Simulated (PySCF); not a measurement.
# Structure elucidation problem

Molecular formula: C₅H₁₄Si₂. Simulated spectra:

1H NMR (400 MHz, computed): δ 3.77 (d, 6H), 2.10 (m, 2H), 1.85 (m, 1H), 1.70 (m, 1H), 1.63 (m, 1H), 1.48 (m, 2H), -0.15 (m, 1H).

13C{1H} NMR (computed): δ 37.1 (CH), 34.2 (CH2, 2C), 18.6 (CH2), 10.7 (CH).

PySCF calculation with shielding tensors at CAM-B3LYP/pcSseg-1 (GIAO) and geometry: PBE0-D3(BJ)/def2-SVP; in vacuum, averaged over atoms made equivalent by symmetry, fast rotation or ring inversion, non-relativistic Hamiltonian, single conformer.

Shifts are taken against calculated references (same method and geometry level): TMS for 1H, 13C.

Problem. Deduce the structure.

Solution. 
Rings plus π bonds: 1 (1 ring in the answer). 4 carbon signals for 5 carbons: some carbons are equivalent by symmetry or fast rotation. Carbon types of the structure: 2 × CH, 3 × CH2, leaving 6 H on heteroatoms. δC 37.1: sp3 CH in a ring; saturated and bonded to C and H only. δC 34.2, 18.6: sp3 CH2 in a ring; saturated and bonded to C and H only. δC 10.7: sp3 CH bonded to 2 Si; an electropositive neighbour leaves it electron-rich and shielded. δH 3.77: hydrogen on a silicon bonded to C. δH 2.10, 1.70, 1.63, 1.48: hydrogen on an sp3 CH2 in a ring. δH 1.85: hydrogen on an sp3 CH in a ring. δH -0.15: hydrogen on an sp3 CH bonded to 2 Si; an electropositive neighbour shields it, as in TMS itself.

These data were computed for SMILES [SiH3]C([SiH3])C1CCC1.

This is the structure that produced the data.

Shifts are as computed, not scaled to solution data. Of 1211 compounds with measured shifts, 218 miss one by over three times the rms of a fit or turn the order of signals round; such compounds aren't used in these exercises. No couplings were computed; multiplicities are counted from neighbouring protons, with m where these are inequivalent, close in shift, in a saturated or five-membered ring or joined by F or P, and br s for small geminal =CH2 splittings.
